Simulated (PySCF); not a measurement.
Geometry:
| atom | x (Å) | y (Å) | z (Å) |
| --- | --- | --- | --- |
| C1 | -3.626 | -1.045 | -0.608 |
| O2 | -2.273 | -1.018 | -0.241 |
| C3 | -1.754 | 0.289 | -0.190 |
| C4 | -0.305 | 0.288 | 0.214 |
| C5 | 0.322 | 1.597 | 0.271 |
| N6 | -0.329 | 2.647 | 0.019 |
| C7 | 0.368 | -0.833 | 0.505 |
| Si8 | 2.175 | -0.970 | 1.017 |
| Si9 | 3.594 | -0.177 | -0.632 |
| H10 | -4.244 | -0.487 | 0.107 |
| H11 | -3.929 | -2.090 | -0.610 |
| H12 | -3.776 | -0.618 | -1.608 |
| H13 | -2.319 | 0.904 | 0.529 |
| H14 | -1.847 | 0.782 | -1.171 |
| H15 | 1.389 | 1.575 | 0.545 |
| H16 | 0.198 | 3.515 | 0.082 |
| H17 | -0.196 | -1.753 | 0.422 |
| H18 | 2.387 | -2.392 | 1.321 |
| H19 | 2.345 | -0.265 | 2.298 |
| H20 | 2.875 | 0.191 | -1.856 |
| H21 | 4.620 | -1.149 | -1.013 |
| H22 | 4.313 | 1.028 | -0.202 |

Computed data (PySCF 2.14): shielding tensors at PBE0/pcSseg-1 (GIAO), structure optimised with GFN2-xTB. Gas phase, no relativistic terms, one computed conformer, rapidly exchanging positions averaged.

δ = σ(ref) − σ, references computed at the same level: ¹³C, ¹H, ²⁹Si against TMS; ¹⁷O vs H2O; ¹⁵N vs NH3.

| atoms | nucleus | count | δ (ppm) |
| --- | --- | --- | --- |
| C3 | ¹³C | 1 | 77.2 |
| H13/H14 | ¹H | 2 | 4.34 |
| N6 | ¹⁵N | 1 | 359.0 |
| C1 | ¹³C | 1 | 61.1 |
| H15 | ¹H | 1 | 8.71 |
| H16 | ¹H | 1 | 11.16 |
| H18/H19 | ¹H | 2 | ? |
| O2 | ¹⁷O | 1 | 14.3 |
| Si8 | ²⁹Si | 1 | -94.2 |
| C7 | ¹³C | 1 | ? |
| H20/H21/H22 | ¹H | 3 | ? |
| Si9 | ²⁹Si | 1 | ? |
| C4 | ¹³C | 1 | ? |
| H10/H11/H12 | ¹H | 3 | 3.68 |
| C5 | ¹³C | 1 | 171.0 |
| H17 | ¹H | 1 | 7.32 |

Task: Fill in the missing shifts.

Result: 
- C4: 162.7 ppm, carbon bonded to 3 C
- C7: 139.2 ppm, carbon bonded to C, Si, H
- H18/H19: 4.34 ppm, hydrogen on a silicon bonded to C, Si
- H20/H21/H22: 3.48 ppm, hydrogen on a silicon bonded to Si
- Si9: -114.4 ppm, silicon bonded to Si, 3 H

Exchangeable OH/NH protons stand at their gas-phase positions; hydrogen bonding in a real sample shifts them, mostly to higher δ. Shifts are as computed. Against solution values, carbons near 30 ppm lie about +3 ppm off and those near 130 ppm about +5 ppm. Of 1309 compounds with measured shifts, 239 miss one by over three times the rms of a fit or turn the order of signals round; such compounds aren't used in these exercises. Experimental scales use liquid or dissolved standards, which lie at an offset from isolated NH3 (liquid NH3: subtract about 20 ppm) and H2O (liquid H2O: subtract about 36 ppm). Unscaled 15N shifts of sp2 nitrogen come out 20 to 40 ppm too high even then.
